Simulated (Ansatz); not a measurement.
Program: Ansatz. Geometries: PBE0-D4/def2-TZVP. ΔE: electronic, gas phase. CBS: MP2 limit from def2 TZ/QZ plus the TZ coupled-cluster correction, frozen cores. This one scheme is used for every species. Functionals use def2-TZVPP. Elements past krypton have def2 core potentials. For Sn outer-core shells are correlated without core-valence functions, which leaves a few kJ/mol of doubt a bond. Each species was taken in one conformer, which may not be the lowest.

`[OH][SnH2][CH2][SiH3]` + `NC=O` → `O=C[NH][SnH2][OH]` + `C[SiH3]`  (ligand exchange at the Sn–C bond)

| level | ΔE (kJ/mol) | difference from CCSD(T)/CBS |
| --- | --- | --- |
| r2SCAN-D4 | -44.8 | -1.6 |
| PBE0-D4 | -37.7 | 5.5 |
| ωB97X-V | -44.5 | -1.3 |
| B2PLYP | -44.0 | -0.8 |
| r2SCAN | -44.9 | -1.7 |
| PBE0 | -38.0 | 5.2 |
| HF/def2-TZVPP | -45.9 | -2.7 |
| MP2/def2-TZVPP | -41.3 | 1.9 |
| SCS-MP2/def2-TZVPP | -43.2 | 0.0 |
| CCSD/def2-TZVPP | -42.4 | 0.8 |
| CCSD(T)/def2-TZVPP | -43.7 | -0.5 |
| HF/def2-QZVPP | -46.0 | -2.8 |
| SCS-MP2/def2-QZVPP | -43.0 | 0.2 |
| HF/CBS(def2) | -46.1 | -2.9 |
| MP2/CBS(def2) | -40.8 | 2.4 |
| CCSD/CBS(def2) | -41.9 | 1.3 |
| CCSD(T)/CBS | -43.2 | 0 |

Largest T1 diagnostic among the species: 0.016.
